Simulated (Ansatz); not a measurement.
Geometry optimisation, Ansatz, RKS PBE/def2-SVP.

The input (input.yaml):

```yaml
crystal:
  periodic: [false, false, false]
  atoms:
    - { symbol: Ta, position_ang: [-0.371121, -0.469912, 0.255494] }
    - { symbol: "N", position_ang: [2.915795, 0.102507, 0.158191] }
    - { symbol: H, position_ang: [3.401223, 0.577337, 0.932245] }
    - { symbol: H, position_ang: [3.406947, 0.334567, -0.715193] }
    - { symbol: F, position_ang: [0.16181, 0.078845, 1.98323] }
    - { symbol: F, position_ang: [0.154674, -0.622821, -1.552612] }
    - { symbol: F, position_ang: [-0.780745, 1.343196, -0.103225] }
    - { symbol: O, position_ang: [-2.101634, -1.147395, 0.390589] }
    - { symbol: H, position_ang: [-2.60775, -1.945823, 0.617624] }
    - { symbol: Br, position_ang: [0.944821, -2.697722, 0.715504] }
    - { symbol: H, position_ang: [3.017679, -0.925979, 0.315152] }
basis:
  gaussian: { orbitals: def2-SVP }
hamiltonian:
  xc: pbe
relax:
  f_tol: 0.03
  max_steps: 50
```

Launched with:

```bash
$ ansatz run input.yaml --threads 4 --pin off --max-ram 5120MiB --backend cpu --events-out ev --progress --plain --runs-dir out
```

Problem. Where does it end, and by what steps?

Solution. The forces met the threshold. The force dipped under the threshold on the way, but the program's further checks kept it going. After 12 steps the energy has fallen by 0.922 eV; H4 moved furthest, 0.83 Å. Joined: Ta1–N2 (3.34 → 2.36 Å).

```json
{"step": "0", "energy less start (eV)": "0.0000", "largest force component (eV/Å)": "1.045", "accepted": "yes"}
{"step": "1", "energy less start (eV)": "-0.2620", "largest force component (eV/Å)": "0.659", "accepted": "yes"}
{"step": "2", "energy less start (eV)": "-0.5298", "largest force component (eV/Å)": "0.637", "accepted": "yes"}
{"step": "3", "energy less start (eV)": "-0.7787", "largest force component (eV/Å)": "0.482", "accepted": "yes"}
{"step": "4", "energy less start (eV)": "-0.8611", "largest force component (eV/Å)": "0.839", "accepted": "yes"}
{"step": "5", "energy less start (eV)": "-0.8561", "largest force component (eV/Å)": "1.101", "accepted": "no"}
{"step": "6", "energy less start (eV)": "-0.8959", "largest force component (eV/Å)": "0.141", "accepted": "yes"}
{"step": "7", "energy less start (eV)": "-0.9042", "largest force component (eV/Å)": "0.199", "accepted": "yes"}
{"step": "8", "energy less start (eV)": "-0.9106", "largest force component (eV/Å)": "0.386", "accepted": "yes"}
{"step": "9", "energy less start (eV)": "-0.9191", "largest force component (eV/Å)": "0.293", "accepted": "yes"}
{"step": "10", "energy less start (eV)": "-0.9220", "largest force component (eV/Å)": "0.024", "accepted": "yes"}
{"step": "11", "energy less start (eV)": "-0.9078", "largest force component (eV/Å)": "1.130", "accepted": "no"}
{"step": "12", "energy less start (eV)": "-0.9222", "largest force component (eV/Å)": "0.011", "accepted": "yes"}
```

```xyz
11
Properties=species:S:1:pos:R:3
Ta 0.088 -0.594 0.294
N 2.359 0.020 0.166
H 2.606 0.704 0.895
H 2.588 0.436 -0.748
F 0.426 -0.119 2.115
F 0.415 -0.855 -1.571
F -0.072 1.273 -0.077
O -1.714 -1.071 0.396
H -2.597 -1.455 0.478
Br 1.076 -2.909 0.754
H 2.966 -0.803 0.295
```

Whether the end is a true minimum wasn't checked by a vibrational analysis.

The run took 31 s on 4 threads of Arm Neoverse V2, on a shared host, peak memory 0.25 GiB.
